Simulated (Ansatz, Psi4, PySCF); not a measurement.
CH$_{8}$Si$_{2}$, charge -1, doublet, geometry from GFN2-xTB (a state made from the parent by changing its charge; the spin is typed, not shown lowest) (in this run its highest filled SCF level lies above zero, so its values depend strongly on the basis, on diffuse functions most of all). Base run: PySCF with REVPBE/STO-3G.

Geometry (Å):
```xyz
11

Si     1.3218     0.7472     0.0185
C      0.3043    -0.8629    -0.1597
Si    -1.4655    -0.3101     0.0615
H      2.8147     0.6012    -0.1173
H      1.1049     1.2277    -1.4259
H      1.3301     0.7553     1.5562
H      0.5812    -1.6048     0.5918
H      0.4509    -1.3312    -1.1348
H     -1.8673     0.5853    -1.0423
H     -1.6803     0.1931     1.4335
H     -2.5491    -1.3676    -0.0242
```
Charge -1, spin multiplicity 2.
Orbitals are unrestricted.
All else is at PySCF's defaults.

The same geometry, method and basis name were run in Ansatz (a program for electronic structure) and Psi4 and PySCF, at each program's defaults and at the settings that a row names. The base is PySCF at its defaults. Differences at the defaults can come from grids, fitting, cores and function types together.

```csv
code and settings,ΔE vs base (µEh),basis functions,E (Eh),SCF cycles
"PySCF, defaults (exact integrals, its default grid, spherical functions)",0.0,31,-614.31000,9
"Psi4, defaults (density fitting with its default set, its default grid, spherical functions)",-2078,31,-614.31207,9
"Ansatz, defaults (factorised integrals, its default grid, spherical functions)",-2.1,31,-614.31000,-
"PySCF, density fitting with def2-universal-jkfit",-2080,31,-614.31208,9
"PySCF, fine grid",-0.6,31,-614.31000,9
"Psi4, exact integrals, spherical functions, fine grid",-1.0,31,-614.31000,12
"Ansatz, high accuracy",-0.4,31,-614.31000,-
```

Open shells are given as the SCF converged; they aren't shown to be the lowest states, and a large step between rows can be another state.
